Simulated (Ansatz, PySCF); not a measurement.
Process, species as SMILES: C[Si](C)(P)P -> C[Si](C)([PH])P + H atom (the H-P bond at the site shown breaks; other sites are not compared here)
Structures are relaxed separately at B3LYP-D3(BJ)/def2-TZVP in Ansatz (an electronic-structure program), one conformer each, not searched for the lowest.

Quantity: bond dissociation energy (enthalpy at 298 K, with B3LYP-D3(BJ) rigid-rotor harmonic-oscillator terms from PySCF), in kcal/mol. Cores are frozen in the correlated levels unless marked. UHF or UKS for open shells. Spin-orbit coupling is left out. No relativistic terms. CBS(X,Y): correlation extrapolated as X^-3; Hartree-Fock from the larger set.

CCSD(T)/CBS(cc-pV(T+d)Z,cc-pV(Q+d)Z) (Ansatz) gives 81.8 kcal/mol.

Problem. Another calculation gave 77.5 kcal/mol. Which level was it?
A. HSE06/def2-TZVPD (Ansatz)
B. SVWN5/def2-TZVPD (Ansatz)
C. wB97X-V/def2-TZVPD (Ansatz)

Solution. A, HSE06/def2-TZVPD (Ansatz). The others give 81.3 (wB97X-V), 87.6 (SVWN5) kcal/mol.
